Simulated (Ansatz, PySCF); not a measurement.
Process, species as SMILES: C[C@H](Cl)CCCl -> C[C](Cl)CCCl + H atom (the C-H bond at the site shown breaks; other sites are not compared here)
Geometries: B3LYP-D3(BJ)/def2-TZVP minima from Ansatz (a quantum-chemistry and plane-wave program), one conformer each, not searched for the lowest. Frequencies are from PySCF.

Quantity: bond dissociation energy (enthalpy at 298 K, with B3LYP-D3(BJ) rigid-rotor harmonic-oscillator terms), in kcal/mol. Cores are frozen in the correlated levels unless marked. UHF or UKS for open shells. Spin-orbit coupling is left out. No relativistic terms. CBS marks a two-point X^-3 extrapolation of the correlation energy; Hartree-Fock from the larger set.

| level | program | bond dissociation energy (kcal/mol) |
|---|---|---|
| PBE0/STO-3G | Ansatz | 119.8 |
| PBE0-D4/def2-TZVPD | Ansatz + dftd4 | 91.0 |
| LC-wPBE-D3(BJ)/def2-TZVPD | Ansatz + dftd3 | 91.3 |
| B2GP-PLYP-D3(BJ)/def2-TZVPD | Ansatz + dftd3 | 94.0 |
| B2PLYP/def2-TZVPD | Ansatz | 93.4 |
| MP2/cc-pV(T+d)Z | Ansatz | 96.4 |
| MP2/CBS(cc-pV(T+d)Z,cc-pV(Q+d)Z) | Ansatz | 97.9 |
| SCS-MP2/STO-3G | Ansatz | 110.9 |
| CCSD/STO-3G | Ansatz | 110.7 |
| CCSD(T)/CBS(cc-pV(T+d)Z,cc-pV(Q+d)Z) | Ansatz | 97.1 |
